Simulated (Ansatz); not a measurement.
A made-up structure of GaNH3, doublet:

```
5
angstrom
N 0.3749 -1.2366 0.1589
Ga -0.0632 0.5171 -0.2354
H 0.0543 -1.6669 1.0269
H -1.3325 0.7626 -1.1151
H 1.0790 -1.9174 -0.1258
```

It is relaxed with PBE-D4/def2-SVP and then PBE0-D4/def2-TZVP (Ansatz 0.2.0). Atoms count as bonded within 1.22 times the sum of their covalent radii (H–H: 0.88 Å). The end point is not checked to be a true minimum.

Q: Does its bonding change? (Judge from chemistry; the calculation decides.)

A: Computed: No: no bond forms or breaks.

Where it ends: The first stage lowers the energy by 0.49 eV in 13 steps. It ends as GaNH₃ ([NH2][GaH]):
```xyz
5
angstrom
N 0.4125 -1.2480 0.1845
Ga 0.0629 0.2544 -0.7912
H -0.2591 -1.6934 0.7901
H -1.3986 0.8766 -0.6581
H 1.2948 -1.7309 0.1842
```

Labels in which every atom is bracketed show which atoms are joined, not bond orders.

For scale, one of the runs: PBE0-D4/def2-TZVP relaxation, 97 basis functions, launched by `ansatz run in.yaml --threads 2 --pin off --events-out ev --progress --plain --max-ram 4352MiB`. Hardware: 2 CPU threads of an Arm Neoverse V1, shared host. Wall time about 14 s.
